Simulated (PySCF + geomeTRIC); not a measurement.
Species: C$_{2}$H$_{3}$F$_{3}$, SMILES `CC(F)(F)F` (charge 0, multiplicity 1).

**Question.** Give a relaxed geometry from B3LYP-D3(BJ)/def2-TZVP (PySCF + geomeTRIC).

**Answer.** the end point of this relaxation (outside a Z-matrix the atoms follow the SMILES, hydrogens last).
Z-matrix (Å, degrees):
```
C
F 1 1.3501
F 1 1.3502 2 107.00
F 1 1.3504 2 107.01 3 -114.44
C 1 1.5020 2 111.83 3 122.77
H 5 1.0882 1 109.29 2 -179.69
H 5 1.0882 6 109.66 1 119.78
H 5 1.0883 6 109.65 7 120.45
```
